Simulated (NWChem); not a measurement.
Species: BNH3, doublet; SMILES B[NH]

```xyz
5

B      0.0133     0.7070     0.0000
N      0.0108    -0.6296     0.0000
H     -1.0143     1.3342     0.0000
H      1.0732     1.2920     0.0000
H      0.2895    -1.5931     0.0000
```
Atoms are numbered in this order, from 1.

All runs: NWChem. Spin-unrestricted. In the optimisation the excess spin sits in a' (Cs, its own frame). The geometry was optimised at B3LYP/6-31G* (spherical d), spin-unrestricted. No stability test was run on the SCF state. Principal shifts from the free-electron g value, in parts per thousand; spin-orbit coupling by linear response on scalar ZORA.

Question: Predict the results for PBE0/x2c-SVPall, ZORA. Quantities: Δg1 (ppt); Δg2 (ppt); Δg3 (ppt); isotropic Δg (ppt).

Answer: 
```
Item                Result
------------------  ------
Δg1 (ppt)             0.07
Δg2 (ppt)             1.81
Δg3 (ppt)             2.66
isotropic Δg (ppt)    1.51
```
